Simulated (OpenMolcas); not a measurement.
## Potential curves of AsC: spin-free states

Computed with OpenMolcas 26.06: state-averaged CASSCF(7,7) over As 4p, C 2s 2p, XMS-CASPT2 (IPEA 0.25, imaginary shift 0.2 hartree), scalar X2C, ANO-RCC-VTZP, then RASSI spin–orbit state interaction with atomic mean-field integrals. C2 symmetry about the axis (a holds Σ, Δ, Γ; b holds Π, Φ, H; Σ⁺ and Σ⁻ are not told apart); roots by multiplicity and irrep: 2a 7, 2b 8, 4a 4, 4b 2, 6a 1.

XMS-CASPT2 energies in eV from the lowest point. Curves are followed by energy order within each symmetry, so they are adiabatic and may change character at avoided crossings; Σ⁺ and Σ⁻ are counted together.

| R (Å) | (1)2Σ | (1)4Π | (1)4Δ | (2)2Σ | (1)6Σ | (2)4Σ | (3)2Σ |
| --- | --- | --- | --- | --- | --- | --- | --- |
| 1.522 | 0.786 | 6.750 | 5.359 | 5.177 | 8.435 | 6.040 | 6.457 |
| 1.598 | 0.211 | 5.357 | 4.314 | 4.360 | 6.834 | 4.994 | 5.429 |
| 1.673 | 0.000 | 4.407 | 3.675 | 3.854 | 5.703 | 4.356 | 4.806 |
| 1.757 | 0.052 | 3.725 | 3.288 | 3.540 | 4.851 | 3.974 | 4.438 |
| 1.957 | 0.823 | 3.062 | 3.216 | 3.481 | 3.896 | 3.875 | 4.356 |
| 2.108 | 1.625 | 3.051 | 3.528 | 3.751 | 3.737 | 4.158 | 4.636 |
| 3.179 | 4.404 | 4.330 | 5.634 | 5.669 | 4.395 | 5.813 | 5.972 |

Left out for impure symmetry, kinks or missing points, though low: (1)2Π, (1)4Σ, (2)2Π, (1)2Δ, (3)2Π, (1)2Φ, (2)2Δ. Only roots inside an energy window near the equilibrium distance were included, so the list of states is not complete; labels number the states computed. Each spin and symmetry block has orbitals of its own, averaged over its own roots, so gaps between blocks are less sure than gaps within one and near the minimum can be off by tenths of an eV, in bad cases by more. No Rydberg orbitals are active, so Rydberg states, and σ→σ* states whose orbital the CASSCF left unused, can be missing between those listed. CASPT2 splits the two components of degenerate states numerically, here by up to 215 cm⁻¹. At stretched bonds a block can hold a wrong CASSCF solution and miss its lowest state; points past a visible jump are left out. No roots were computed in block 6b (none fell in the window or the block failed), so states of that kind are missing and can lie low or lowest. Points that failed a check (symmetry, reference weights, a jump) are left out.
